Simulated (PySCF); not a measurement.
C₅H₁₀GeSi.
SMILES with atom numbers: `[CH:1]#[C:2][C@H:3]([GeH3:4])[SiH2:5][CH:6]=[CH2:7]` (hydrogens: H8 on C1; H9 on C3; H10, H11, H12 on Ge4; H13, H14 on Si5; H15 on C6; H16, H17 on C7)

Theory: core-valence-separated Tamm–Dancoff BHandHLYP/aug-pcX-1 (pcseg-1 on H, def2-SVPD on Si, def2-SVPD on Ge) in PySCF, non-relativistic, gas phase, PBE0-D3(BJ)/def2-SVP geometry.

Computed carbon K-edge spectrum, Gaussian lines of 0.3 eV full width, highest printed point 100; it ends one width below the last computed root. The energies are unshifted.

(photon energy (eV), absorption): (281.8, 2), (281.9, 11), (282.0, 35), (282.1, 70), (282.2, 87), (282.3, 67), (282.4, 31), (282.5, 8), (282.6, 1), (282.7, 0), (282.8, 0), (282.9, 0), (283.0, 0), (283.1, 0), (283.2, 1), (283.3, 8), (283.4, 27), (283.5, 56), (283.6, 76), (283.7, 86), (283.8, 95), (283.9, 100), (284.0, 84), (284.1, 47), (284.2, 16), (284.3, 3), (284.4, 0), (284.5, 0), (284.6, 0), (284.7, 0), (284.8, 0), (284.9, 0), (285.0, 0), (285.1, 0), (285.2, 0), (285.3, 0), (285.4, 3), (285.5, 12), (285.6, 26), (285.7, 34), (285.8, 31), (285.9, 29), (286.0, 31), (286.1, 29), (286.2, 21), (286.3, 16), (286.4, 21), (286.5, 36), (286.6, 44), (286.7, 33), (286.8, 18)

Question: Assign the maxima to core holes.

Answer: 5 maxima:
- 282.2 eV: C7 (terminal =CH2 carbon), 282.25 eV, f = 0.065, 1s→π*, 57 % of the height at the exact maximum; C6 (alkene CH carbon), 282.12 eV, f = 0.053, 1s→π*, 43 % of the height at the exact maximum
- 283.9 eV: C2 (alkyne carbon), 283.90 eV, f = 0.054, 1s→π*, 45 % of the height at the exact maximum; C2 (alkyne carbon), 284.00 eV, f = 0.055, 32 % of the height at the exact maximum; C1 (terminal alkyne carbon), 283.73 eV, f = 0.059, 22 % of the height at the exact maximum
- 285.7 eV: C3 (sp3 carbon bound to silicon), 285.72 eV, f = 0.019, 46 % of the height at the exact maximum; C6 (alkene CH carbon), 285.66 eV, f = 0.013, 29 % of the height at the exact maximum; C1 (terminal alkyne carbon), 285.66 eV, f = 0.008, 17 % of the height at the exact maximum
- 286.0 eV: C3 (sp3 carbon bound to silicon), 285.95 eV, f = 0.017, 38 % of the height at the exact maximum; C3 (sp3 carbon bound to silicon), 286.11 eV, f = 0.015, 32 % of the height at the exact maximum; C7 (terminal =CH2 carbon), 286.03 eV, f = 0.008, 22 % of the height at the exact maximum
- 286.6 eV: C7 (terminal =CH2 carbon), 286.59 eV, f = 0.027, 51 % of the height at the exact maximum; C6 (alkene CH carbon), 286.65 eV, f = 0.015, 25 % of the height at the exact maximum; C6 (alkene CH carbon), 286.54 eV, f = 0.009, 15 % of the height at the exact maximum

Further lines of some strength in the range: C1, 283.55 eV, f = 0.059; C1 + C2, 286.26 eV, f = 0.008.

Roots within 0.03 eV on the same or equivalent atoms count as one line; shares under 12 % aren't listed.

Vibrational structure and lifetime widths aren't in the curve. The ionisation threshold wasn't computed; near and above it a finite basis only mimics Rydberg series and continuum. The BHandHLYP/aug-pcX-1 (pcseg-1 on H, def2-SVPD on Si, def2-SVPD on Ge) calculation is non-relativistic and has no spin–orbit coupling, an omission that weighs most on germanium.

The values belong to the conformer `[CH:1]#[C:2][C@H:3]([GeH3:4])[SiH2:5][CH:6]=[CH2:7]`: C2–C3–Si5–C6 -179°, C3–Si5–C6–C7 113°.
